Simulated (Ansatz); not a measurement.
`BC(=C)[NH][GeH3]` and `C=C[NH][GeH3]` differ in one atom or group.

Ansatz, PBE0-D4/def2-TZVP geometries, multiplicity 1. Each molecule was computed in one conformer, which needn't be the lowest.

Scalar relativity is left out up to krypton.

```csv
property,`BC(=C)[NH][GeH3]`
size of the dipole moment (PBE/def2-TZVPP) / D,1.60
HOMO energy (PBE/def2-TZVPP) / eV,-5.20
LUMO energy (PBE0/def2-TZVPP) / eV,-1.91
LUMO energy (PBE/def2-TZVPP) / eV,-2.84
HOMO–LUMO gap (B3LYP/def2-TZVPP) / eV,3.92
LUMO energy (B3LYP/def2-TZVPP) / eV,-2.10
```

Question: What does the change do to each property? (Best estimate.)

Answer: The calculation gave: 
| property | `C=C[NH][GeH3]` | shift |
| --- | --- | --- |
| size of the dipole moment (PBE/def2-TZVPP) / D | 1.33 | -0.27 |
| HOMO energy (PBE/def2-TZVPP) / eV | -4.82 | 0.38 |
| LUMO energy (PBE0/def2-TZVPP) / eV | 0.40 | 2.31 |
| LUMO energy (PBE/def2-TZVPP) / eV | -0.45 | 2.39 |
| HOMO–LUMO gap (B3LYP/def2-TZVPP) / eV | 5.86 | 1.94 |
| LUMO energy (B3LYP/def2-TZVPP) / eV | 0.15 | 2.25 |

With PBE0 the HOMO rises by 0.30 eV and the LUMO rises by 2.31 eV, so the gap widens by about 2.01 eV. PBE moves the HOMO by 0.38 eV and ωB97M-V by 0.24 eV. Dipoles are sizes alone; their direction can turn.

B3LYP here is the variant with VWN-RPA as its local correlation; programs differ in this.
